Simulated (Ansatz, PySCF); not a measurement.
Al(Cl)(H)(nPr) (C3H8AlCl), SMILES [Cl][AlH][CH2]CC. Atoms are numbered in the order given.

```xyz
13

Al     0.5445     0.0471     0.7880
Cl    -0.5328    -0.2183     2.5950
H      2.0992     0.2893     0.9291
C     -0.4367    -0.0245    -0.9013
C      0.3964     0.1789    -2.1781
C     -0.4316     0.1090    -3.4622
H     -1.2498     0.7261    -0.8506
H     -0.9669    -0.9963    -0.9406
H      0.9162     1.1532    -2.1348
H      1.2011    -0.5771    -2.2243
H     -0.9308    -0.8698    -3.5576
H      0.1916     0.2580    -4.3589
H     -1.2192     0.8810    -3.4671
```
Charge 0, spin multiplicity 1.

Coordinates come from a B3LYP-D3(BJ)/def2-SVP optimisation. Other conformers were not sampled.

Two levels are set side by side: PBE-D3(BJ)/def2-SVP (Ansatz, a program for electronic structure) and B3LYP-D3(BJ)/def2-SVP (Ansatz). Each level has its own optimised geometry; the coordinates shown are those of the second. Frequencies come from the Hessian of PySCF at each geometry. Differences are taken from unrounded values.

```csv
quantity,B3LYP-D3(BJ),PBE-D3(BJ),PBE-D3(BJ) minus B3LYP-D3(BJ)
mean bond length (Å),1.371,1.379,0.007
bond Al1–Cl2 (Å),2.120,2.128,0.008
bond Al1–C4 (Å),1.955,1.963,0.008
bond C4–C5 (Å),1.538,1.539,0.001
bond C5–C6 (Å),1.529,1.531,0.002
bond Al1–H3 (Å),1.580,1.596,0.016
bond C4–H7 (Å),1.108,1.115,0.008
bond C4–H8 (Å),1.108,1.116,0.008
bond C5–H9 (Å),1.105,1.113,0.008
bond C5–H10 (Å),1.105,1.113,0.008
bond C6–H11 (Å),1.103,1.110,0.007
bond C6–H12 (Å),1.102,1.109,0.007
bond C6–H13 (Å),1.103,1.110,0.007
highest harmonic wavenumber (cm⁻¹),3103,3053,-50
mean harmonic wavenumber (cm⁻¹),1340,1306,-34
zero-point energy (kcal/mol),63.21,61.59,-1.62
```

Exact exchange shortens and stiffens bonds; PBE has none. Differences between two approximate levels are no errors against the true value.
